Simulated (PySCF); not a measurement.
Vertical excitations of a molecule C2H7ClGe from PySCF with TDA-PBE/def2-SVPD, as energy in eV (oscillator strength): 6.14 (0.013), 6.35 (0.017), 6.83 (0.008), 6.98 (0.001), 7.11 (0.004), 7.29 (0.045), 7.31 (0.003), 7.53 (0.011), 7.74 (0.005), 7.79 (0.039). Lowest triplet (TDA): 5.79 eV. The structure is a stationary point at PBE0-D3(BJ)/def2-SVP. Other conformers were not sampled.

Which molecule gave these data?
A. ClC[CH2][GeH3]
B. [CH3][GeH]([CH3])[Cl]
C. C[CH2][GeH2][Cl]

C, C[CH2][GeH2][Cl]
